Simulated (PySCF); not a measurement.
Two species compared at the same levels of theory.

First species: C5H11N2PSSi.
InChI=1S/C5H11N2PSSi/c1-9-5-6-7(4-8-5)10(2)3/h4,10H,1-3H3

Second species: C6H8F3PS.
SMILES: `CC(C)[P@@]1(=S)C=C1C(F)(F)F`

Levels: PBE0/pcSseg-1 for dipole moment, HOMO energy, LUMO energy and HOMO–LUMO gap; GFN2-xTB for rotational constant A and rotational constant C. Geometries: GFN2-xTB. Each species is one conformer at its optimised geometry, gas phase, non-relativistic unless stated. Electronic properties by PySCF.

Dipoles, sizes and rotational constants follow the conformer. The torsions of the flexible species, by atom-mapped SMILES:
- `[CH3:1][S:2][c:3]1[n:4][n:5]([SiH:6]([CH3:7])[CH3:8])[cH:9][p:10]1`: C1–S2–C3–N4 0°, N4–N5–Si6–C7 -60°
- `[CH3:1][CH:2]([CH3:3])[P@@:4]1(=[S:5])[CH:6]=[C:7]1[C:8]([F:9])([F:10])[F:11]`: C1–C2–P4–S5 61°, C6–C7–C8–F9 118°

(1) Which has the higher HOMO–LUMO gap?

(2) Which has the higher HOMO energy?

(3) Which has the higher dipole moment?

(4) Which of the two has the higher LUMO energy, and by how much?

(5) Which has the higher rotational constant A?

(6) Which has the higher rotational constant C?

Answers

(1) The first: 5.48 eV against 5.27 eV, a difference of 0.21 eV.

(2) The first: -6.03 eV against -6.93 eV, a difference of 0.90 eV.

(3) The second: 4.24 D against 4.10 D, a difference of 0.14 D.

(4) The first: -0.55 eV against -1.66 eV, a difference of 1.11 eV.

(5) The first: 1.213 GHz against 1.096 GHz, a difference of 0.117 GHz.

(6) The second: 0.486 GHz against 0.449 GHz, a difference of 0.037 GHz.

On the first: The dipole equals about 13.7 × 10⁻³⁰ C·m (1 D = 3.33564 × 10⁻³⁰ C·m).

On the second: In atomic units the dipole is 1.67 e·bohr (1 au = 2.5417 D). A dipole of 4.24 D is allowed in C1, and pure rotational transitions are dipole-allowed.
